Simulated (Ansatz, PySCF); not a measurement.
System: CH2O3 (charge 0, singlet). SMILES: OC(=O)O
Geometry from a B3LYP-D3(BJ)/def2-TZVP (Ansatz, a program for electronic structure) optimisation:
```xyz
6

O      1.1151    -0.6315     0.0422
C     -0.0043     0.1007    -0.0098
O     -0.0547     1.2964    -0.1267
O     -1.0581    -0.7186     0.0897
H      1.8553    -0.0133    -0.0319
H     -1.8479    -0.1617     0.0490
```

PBE beside other levels, property by property. Correlated levels leave the core frozen unless marked. Open shells are spin-unrestricted. No spin-orbit coupling. No relativistic terms. CBS marks a two-point X^-3 extrapolation of the correlation energy; Hartree-Fock from the larger set. [CCSD(T)-MP2]/basis is that difference in the basis named. Rows marked 298 K are enthalpies with B3LYP-D3(BJ) harmonic zero-point and thermal terms from PySCF. Atomisation energies are electronic, to ground-state atoms; the column to compare with has the core term from cc-pwCVTZ added, other frozen-core levels have none. The coupled-cluster column (Ansatz) is a level with limits of its own: RI-MP2/CBS(aug-cc-pVTZ,aug-cc-pVQZ)+[CCSD(T)-MP2]/aug-cc-pVTZ.

```csv
property,SVWN5/def2-TZVPD (Ansatz),wB97X-V/def2-TZVPD (Ansatz),"RI-MP2/CBS(aug-cc-pVTZ,aug-cc-pVQZ) (Ansatz)",coupled cluster
"C-O bond dissociation enthalpy, 298 K, to [OH] (HO) + O=[C]O (kcal/mol)",135.8,112.4,121.3,113.4
atomisation energy (kcal/mol),748.1,618.4,647.4,621.6
```

Problem. What does PBE/def2-TZVPD (Ansatz) give for each property, and on which side of coupled cluster does it fall?

Solution. 
- C-O bond dissociation enthalpy, 298 K, to [OH] (HO) + O=[C]O: PBE lies 1.8 kcal/mol below coupled cluster; PBE gives 111.6 kcal/mol.
- atomisation energy: PBE lies 24.0 kcal/mol above coupled cluster; PBE gives 645.6 kcal/mol.
